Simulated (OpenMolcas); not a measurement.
## Mo: effect of the IPEA shift

* Program: OpenMolcas
* Basis: ANO-RCC-VTZP [7s6p4d2f1g]
* Scalar Hamiltonian: DKH2, point nucleus
* Active space: 6 electrons in 6 orbitals (4d 5s)
* State averaging: 2S+1 = 7 even, 1 root; 2S+1 = 5 even, 23 roots kept (CI in the orbitals of an earlier block); 2S+1 = 3 even, 30 roots kept (CI in the orbitals of an earlier block); 2S+1 = 1 even, 1 root kept (CI in the orbitals of an earlier block, 0 in the spin-orbit step)
* Spin-orbit coupling: state interaction with AMFI integrals over the reference wave functions, term energies averaged over their components

Methods on the same reference wave functions:
A. CASSCF
B. MS-CASPT2, IPEA 0 Eh, imaginary shift 0.1 Eh (closed shells correlated: 4s 4p)
C. MS-CASPT2, IPEA 0.25 Eh, imaginary shift 0.1 Eh (closed shells correlated: 4s 4p)

Energies in cm⁻¹ above 4d⁵ 5s ⁷S₃, the measured ground level; measured values from NIST Handbook of Basic Atomic Spectroscopic Data.

| Level | A | B | C | Measured |
| --- | --- | --- | --- | --- |
| 4d⁵ 5s ⁷S₃ | 0.0 | 0.0 | 0.0 | 0.0 |
| 4d⁵ 5s ⁵S₂ | 16742 | 9130 | 10970 | 10768 |
| 4d⁴ 5s² ⁵D₀ | 20779 | 7020 | 9840 | 10966 |
| 4d⁴ 5s² ⁵D₁ | 20857 | 7160 | 9970 |  |
| 4d⁴ 5s² ⁵D₂ | 21016 | 7440 | 10240 |  |
| 4d⁴ 5s² ⁵D₃ | 21258 | 7850 | 10630 |  |
| 4d⁴ 5s² ⁵D₄ | 21616 | 8380 | 11150 |  |
| 4d⁵ 5s ⁵G₄ | 22756 | 18580 | 18770 |  |
| 4d⁵ 5s ⁵G₅ | 22756 | 18580 | 18770 |  |
| 4d⁵ 5s ⁵G₃ | 22756 | 18580 | 18770 |  |
| 4d⁵ 5s ⁵G₆ | 22756 | 18580 | 18770 |  |
| 4d⁵ 5s ⁵G₂ | 22756 | 18580 | 18770 | 16641 |
| 4d⁵ 5s ⁵P₃ | 25923 | 19770 | 20470 |  |
| 4d⁵ 5s ⁵P₂ | 25937 | 19900 | 20520 |  |
| 4d⁵ 5s ⁵P₁ | 25962 | 20120 | 20680 |  |

Deviations, from unrounded energies. A percentage is the sum of absolute deviations over the sum of measured energies, with the sign that they share, or ± where signs differ.

```csv
Against measurement,Levels,A,B,C
mean absolute deviation (cm-1),3,7300,2500,1200
other terms of the ground configuration (%),2,+44.1,±13.0,+8.5
other configurations (%),1,+89.5,-36.0,-10.3
```

C lies closest to measurement on these levels and A furthest from it. The largest miss of C in the table is 4d⁵ 5s ⁵G₂, by +2100 cm-1. The ranking rests on the paired levels alone, and a cruder setting can come out closer through cancelling errors.

Between B and C the level of the table that moves most is 4d⁴ 5s² ⁵D₀, by 2800 cm-1 (lowest in B, highest in C). Moves below CASPT2's spread within the term are not significant.

From A to B the spin-free energies of the other terms of 4d⁵ 5s shown, above ⁷S, scale by factors of 0.55 to 0.82.

The lowest spin-free term lies below A's lowest term by 0.422 hartree in B, 0.399 hartree in C.

CASPT2 does not keep the components of a term degenerate, so their means are used; among the terms shown or strongly mixed into the levels shown the widest spread is 840 cm-1 (4d⁵ 5s ⁵G, C). Over all roots computed the reference weight is 0.83 to 0.89 in B; the roots of lowest weight are the least certain, and an intruder state may touch them. Some high roots are left out of the spin-orbit mixing, which shifts the levels that they would mix with. Terms from blocks run as CI alone lack orbitals of their own. Configurations are named by rounded mean occupations; where the s occupation lies near a half they are strongly mixed, a name can repeat and a true partner stay unpaired. A single d shell beside an s shell can misplace configurations of different d count against each other. Without dynamic correlation excited terms often stand tens of per cent too high (terms of higher spin than the ground term too low), and those without a measured partner can miss by more than the paired ones (holds for A). Some terms miss by over 15 % even with CASPT2, which points to a basis or an active space too small for the shells correlated (holds for B). Measured partners are found by configuration, term and J. A level has none where our copy of the source lacks it or the pairing is in doubt (some pairs that miss far off the trend of their configuration count as doubtful), and it then counts in no deviation. Levels of configurations outside the active space are missing. The table leaves out levels that lie high or whose names do not pair safely across all columns.
